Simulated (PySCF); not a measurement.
**Static response to an electric field**

C2H9NSSi3.
Cartesian coordinates in Å at the GFN2-xTB level; atoms count from 1:
```
atom  x, y, z in Å
N1    -3.0222   -0.7024   -1.1284
C2    -2.5345    0.1206   -0.5009
C3    -1.8965    1.1019    0.3210
S4    -1.4371    0.3829    1.9532
Si5   -0.4086   -1.4406    1.3633
Si6    1.1572   -0.9385   -0.2768
Si7    2.4396    0.9673    0.0970
H8    -2.5828    1.9218    0.5379
H9    -0.9967    1.4860   -0.1652
H10    0.1288   -1.8007    2.6719
H11   -1.4800   -2.3837    1.0496
H12    0.4478   -0.8321   -1.5638
H13    1.9954   -2.1378   -0.4123
H14    3.4182    0.7587    1.1642
H15    1.5955    2.0961    0.5059
H16    3.1685    1.4095   -1.0930
```

Level: wB97X-D/def2-SVPD (PySCF), static field, nuclei fixed, core orbitals frozen in the response. The polarisability tensor in these axes (au):

```
x   142.07   6.31  -2.51
y     6.31 129.51   1.96
z    -2.51   1.96 123.37
```

What are the eigenvalues, a third of the trace, and Δα (Δα² = ½Σ(αi − αj)² over the three pairs)?

Principal values 121.76, 128.38 and 144.81 au; mean 131.65 au = 19.51 Å³ = 21.71 × 10⁻⁴⁰ C²·m²/J; Δα = 20.56 au (16 % of the mean).

What is the dipole moment, and where does it point?

(2.50, 1.63, 0.54) D, 3.03 D in size, pointing from the negative to the positive side. Measured along this direction, the outermost atoms are N1 at the negative end and H14 at the positive end.

Give the principal axes and the span of the nuclei along them.

Largest value along (0.93, 0.37, -0.07), where the nuclei span 6.51 Å; middle along (-0.30, 0.83, 0.47), 5.17 Å; least along (0.24, -0.42, 0.88), 4.54 Å. The response follows the extents in order.

What depolarisation ratio follows for Rayleigh scattering of linearly polarised light, taking the static tensor?

ρ = 3Δα²/(45ᾱ² + 4Δα²) = 1268.3/(779931 + 1691.0) = 0.00162.

Refractivity n − 1 of an ideal gas of it at 350 K and 1 atm, from the electronic α?

N = p/kT = 2.0968 × 10¹⁹ cm⁻³, so n − 1 = 2π × N × 19.51 × 10⁻²⁴ cm³ = 2570 × 10⁻⁶ at long wavelengths, for an ideal gas.

Estimate the molar refractivity from the static electronic polarisability.

Lorentz–Lorenz: R = (4π/3)N_A α = 2.5225 cm³/(mol·Å³) × 19.51 Å³ = 49.2 cm³/mol, in the limit of long wavelengths.

Isolated species at its GFN2-xTB geometry (one conformer only). GFN2-xTB frequencies show an imaginary mode (28i cm⁻¹), so this geometry is no minimum at that level.
